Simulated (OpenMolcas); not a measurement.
**Fe2+ in MgO: curves along the breathing mode**

Fe2+ with its 6 nearest oxide ions, on the Mg site of MgO (a = 4.2112 Å, distance in the model lattice 2.106 Å). The rest of the host is ab initio model potentials to 7.6 Å, with orthogonalisation functions on the cations behind the ligands, and point charges beyond; the distance is set by hand and nothing relaxes. Ligand basis ANO-RCC-VDZP.

```
Program             : OpenMolcas 26.06
Method              : SS-CASPT2, IPEA 0.25 Eh, imaginary shift 0.1 Eh (closed shells correlated: 3s 3p and the ligand valence shells)
Basis               : ANO-RCC-VDZP [5s4p2d1f]
Scalar Hamiltonian  : DKH2, point nucleus
Active space        : 6 electrons in 5 orbitals (3d)
State averaging     : 2S+1 = 5 even, 5 roots; 2S+1 = 3 even, 45 roots; 2S+1 = 1 even, 50 roots
Spin-orbit coupling : RASSI with atomic mean-field integrals over the reference wave functions
```

Spin-free energies (labels of O, the rotations of Oh) in cm-1 above the lowest fitted minimum, as all ligands move together:

```
R (Å)    5T2    1A1    3T1     5E    3T2    1T1  3T1(2)
    2   6640  11080  14160  22200  17910  22240   26080
2.047   1970   8540  10600  16440  14110  18710   21510
2.094    120   8360   9560  13500  12840  17690   19600
2.141    700  10410  10800  13160  13940  19000   20160
2.188   3640  14570  14430  15310  17310  22550   23060
2.235   8920  20840  20190  19890  22920  28300   28290
2.282  16560  29240  28240  26910  30810  36280   35890
```

Cubic fits give the following; the wavenumber is harmonic, with the mass of all moving ligands, small differences in it between states hang on the degree of the fit, a number in brackets counts states of one label, and the table is a selection of at most 14 states with clean curves.

| State | R0 (Å) | Breathing mode (cm-1) | Minimum (cm-1) |
| --- | --- | --- | --- |
| 5T2 | 2.107 | 630 | 0 |
| 1A1 | 2.075 | 598 | 8170 |
| 3T1 | 2.092 | 614 | 9540 |
| 5E | 2.124 | 639 | 12960 |
| 3T2 | 2.096 | 615 | 12830 |
| 1T1 | 2.092 | 612 | 17680 |
| 3T1(2) | 2.107 | 625 | 19490 |
| 3T2(2) | 2.107 | 625 | 20470 |
| 3T1(3) | 2.109 | 626 | 22100 |
| 3E | 2.108 | 626 | 22390 |
| 1T2 | 2.100 | 608 | 24520 |
| 3T2(3) | 2.109 | 624 | 26220 |
| 3A2 | 2.116 | 631 | 27810 |
| 1E | 2.108 | 624 | 28400 |

The minimum of 5E is shifted by +0.0173 Å against 5T2 (from the unrounded fits). With M = 96.0 u for the moving shell, the Huang-Rhys factor in this mode is S = M ω ΔR² / 2ħ = 0.01483 × 96.0 × 630 × 0.0173² = 0.27. Only the first shell moves, against a rigid host.

Roots that are degenerate in the reference are averaged as groups; the widest CASPT2 spread within a group is 890 cm-1 (the 3-fold group of multiplicity 1 near 28800 cm-1 above the lowest state of its run, R = 2.141). Shifts and gaps below about the spread of the groups concerned are not significant. Over all roots computed the reference weight is 0.70 to 0.72 in R = 2, 0.70 to 0.72 in R = 2.047, 0.70 to 0.72 in R = 2.094, 0.69 to 0.72 in R = 2.141, 0.69 to 0.72 in R = 2.188, 0.69 to 0.71 in R = 2.235, 0.68 to 0.71 in R = 2.282; a low but even weight reflects the number of correlated electrons. An orbital triplet at a regular site is open to Jahn-Teller coupling, which can distort the site and quench the lowest spin-orbit gaps and is left out. A single d shell leaves out the double-shell effect, which counts most for late 3d ions, where the CASPT2 field can be off either way by tens of per cent. Ligand-to-metal charge-transfer states are missing. These CASPT2 states fit no ligand-field parameters well, so their order and spin gaps are uncertain. For late 3d ions with one d shell CASPT2 can put B and the spin-flip bands somewhat low as well as high. With one d shell and no ligand orbital active, 10Dq can be off by tens of per cent for divalent 3d ions, low with halides held by bare charges and at times high in hosts. This shell can be high or low spin here, a state of another spin lies low, and with metal d orbitals alone active their balance is uncertain, so the ground spin may be wrong (holds for R = 2; R = 2.047; R = 2.094). Free-ion shares, where given, are those of the reference states; single-state CASPT2 does not remix them (holds for R = 2.047; R = 2.094; R = 2.141; R = 2.188; R = 2.235; R = 2.282). No measured value stands beside these numbers.
